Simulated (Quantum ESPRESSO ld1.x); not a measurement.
Values are calculated unless marked as measured or tabulated.
Question: All-electron atom: the strontium ion Sr3.4+ in [Ne] 3s1.6 3p6 3d10 4s2 4p5 (fractional occupations, a model configuration). Level of theory: scalar-relativistic Kohn-Sham, relativistic LDA (MacDonald-Vosko exchange, VWN5 correlation), spin-unpolarised, spherical densities, point nucleus (ld1.x of Quantum ESPRESSO 7.5). Some entries of the table are withheld. Estimate them.

orbital  occ.  eigenvalue (hartree)  <r> (bohr)
1s          2              -584.410     0.03929
2s          2              -80.6812         (1)
2p          6                   (2)      0.1506
3s        1.6              -13.8005      0.4920
3p          6              -10.9879         (3)
3d         10              -6.31338      0.4931
4s          2              -2.81198       1.299
4p          5              -2.10129       1.451

Answer: 
(1) 2s <r> (bohr): 0.1730
(2) 2p eigenvalue (hartree): -72.0175
(3) 3p <r> (bohr): 0.4971
